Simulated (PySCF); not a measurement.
**Eu²⁺: excitation energy**

Eu²⁺ [Xe] 4f7 (8S) → Eu²⁺ [Xe] 4f6 6p1 (high-spin determinant), as a difference of total energies. Computed with PySCF 2.14 in x2c-TZVPPall, with scalar relativity by spin-free X2C-1e. Correlated levels: valence: [Kr] 4d10 frozen; valence and next inner shell: [Ar] 3d10 frozen. The calculations carry no spin-orbit coupling.

```
                                method  excitation energy (eV)
                                   UHF                   8.376
                                   LDA                  11.130
                                   PBE                  10.686
                                  PBE0                  10.319
                                r2SCAN                  10.509
                         MP2 (valence)                  10.336
                     SCS-MP2 (valence)                   9.383
    MP2 (valence and next inner shell)                  10.639
SCS-MP2 (valence and next inner shell)                   9.711
```

Q: How much does correlation contribute at MP2 (valence and next inner shell)?

A: 10.639 − (8.376) = 2.263 eV, measured against UHF.

A first-order spin-orbit estimate (lowest level to lowest level, LS coupling) adds -0.528 eV.

The basis was made for the ground configuration and has no added diffuse functions, so the excitation energy can come out too high.

The determinant of the upper state mixes LS terms, which raises its energy above the lowest term, most at the Hartree-Fock and MP2 levels.
